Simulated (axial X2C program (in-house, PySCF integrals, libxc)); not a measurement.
**Which molecule has these constants?**

All values come from calculations with an in-house all-electron X2C program for linear molecules (integrals from PySCF), spin-free (one-electron X2C) or two-component (2c: spin–orbit coupling with atomic mean-field Coulomb and Gaunt terms, which also bring small scalar terms), in Dyall basis sets with cores contracted in-house; open shells are unrestricted.

A two-component PBE0 calculation in a Dyall 3-zeta basis gave Re = 1.938 Å, ωe = 595.5 cm⁻¹, De = 5.63 eV, dipole magnitude 2.77 D, Ω = 1/2.

Problem. Which molecule is it?
A. CaF
B. GeF
C. VF
D. GaF
E. FeF

Solution. A. The others have GaF 1.784 Å and 608.9 cm⁻¹ (Ω = 0); FeF 1.777 Å and 659.2 cm⁻¹ (Ω = 9/2); GeF 1.754 Å and 656.4 cm⁻¹ (Ω = 1/2); VF 1.768 Å and 692.8 cm⁻¹ (Ω = 1).

Each entry is the lowest single determinant of a limited PBE0 search at one distance. De goes to single-determinant-based atoms at the same level (for ions the charge split of lowest energy) and is withheld (n/a) where an atom does not fit its ground term or J level. Main or longest-lived isotopes. One determinant is a doubtful description, or other states lie close, for FeF, VF; these need not be ground states, and all values refer to the states named. Some open-shell Ω = 0 determinants are out of reach, so the Ω given for VF need not be the lowest component. With several unpaired electrons the Ω given is that of one determinant, not necessarily of the lowest component. Some light 2c atoms are not at their ground J level, so De misses part of their lowering (0.04 eV or less). The functionals have no current term, which raises determinants with orbital currents.
